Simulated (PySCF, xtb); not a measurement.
CH₈ClNSi₂, SMILES C[SiH2]N[SiH2]Cl. The values are those of a single conformer.

Harmonic wavenumbers (cm⁻¹) from xtb 6.7.1 with GFN2-xTB at its own minimum, in rising order: 31, 38, 105, 130, 191, 260, 293, 470, 489, 510, 584, 592, 657, 687, 733, 776, 781, 801, 827, 851, 987, 1204, 1372, 1483, 1487, 2200, 2222, 2253, 2288, 3035, 3041, 3047, 3494.

Task: What does B3LYP-D3(BJ)/def2-SVP run with PySCF give at its own minimum? (An estimate is asked for; the answer gives what the named calculation found.)

Result: 43, 63, 154, 197, 230, 309, 379, 501, 512, 582, 661, 688, 733, 753, 817, 881, 896, 942, 947, 959, 1007, 1198, 1279, 1436, 1445, 2196, 2208, 2256, 2266, 3034, 3126, 3130, 3570. Paired by order, the mean absolute difference is 59 cm⁻¹ and the zero-point energies are 54.2 and 56.3 kcal/mol.
